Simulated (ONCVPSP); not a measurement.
## Which change was made? (F, ONCV)

- Element: fluorine
- Generator: ONCVPSP 4.0.1
- Type: optimised norm-conserving Vanderbilt (ONCV)
- Functional: PBE
- Relativity: scalar-relativistic
- Frozen core: [He]
- Valence charge: 7
- Reference configuration: 2s2 2p5
- Partial waves: 2s: rc 0.75 bohr, ncon 4, nbas 7, qcut 9.6 1/bohr, 3 projectors, debl 2.3 Ha; 2p: rc 1.65 bohr, ncon 4, nbas 8, qcut 8.5 1/bohr, 1 projector
- Local potential: polynomial inside 0.50 bohr (lpopt 2, dvloc0 0 Ha)
- Core correction: polynomial model core, fcfact 0.25

Cutoffs, loose and tight: the cutoffs (Ha) at which the residual kinetic energy of the hardest occupied pseudo-wave falls to 1 and 0.1 mHa per electron. They do not see the model core or the augmentation charge, which bear on the density cutoff. Test errors are all-electron minus pseudo excitation energies from the reference, over the configurations 2s2 2p4; 2s2 2p3; 2s2 2p2; 2s2 2p1; variants that change the core or the reference have their own tests.

The base gives: outcome: generated; cutoff, loose: 74 Ha; cutoff, tight: 191 Ha; bound ghosts: s; GHOST(+) flags above zero: none; largest test error (meV): +4653.

Q: After one change the result is: outcome: generated; cutoff, loose: 58 Ha; cutoff, tight: 72 Ha; bound ghosts: s; GHOST(+) flags above zero: none; largest test error (meV): +4653. Which change was it?
A. p: rc 2.2
B. all radii but the core radius scaled by about 1.20 (s 0.90, p 1.98 bohr); local potential polynomial inside 0.60 bohr (lpopt 2, dvloc0 0 Ha)
C. s: qcut 12.4
D. s: qcut 14; p: qcut 12.4

A: C. The others give: s: qcut 14; p: qcut 12.4 → outcome: generated; cutoff, loose: 63 Ha; cutoff, tight: 79 Ha; bound ghosts: s; GHOST(+) flags above zero: none; largest test error (meV): +2558 | all radii but the core radius scaled by about 1.20 (s 0.90, p 1.98 bohr); local potential polynomial inside 0.60 bohr (lpopt 2, dvloc0 0 Ha) → outcome: generated; cutoff, loose: 42 Ha; cutoff, tight: 117 Ha; bound ghosts: none; GHOST(+) flags above zero: none; largest test error (meV): +7265 | p: rc 2.2 → outcome: generated; cutoff, loose: 74 Ha; cutoff, tight: 191 Ha; bound ghosts: s; GHOST(+) flags above zero: none; largest test error (meV): +9170.
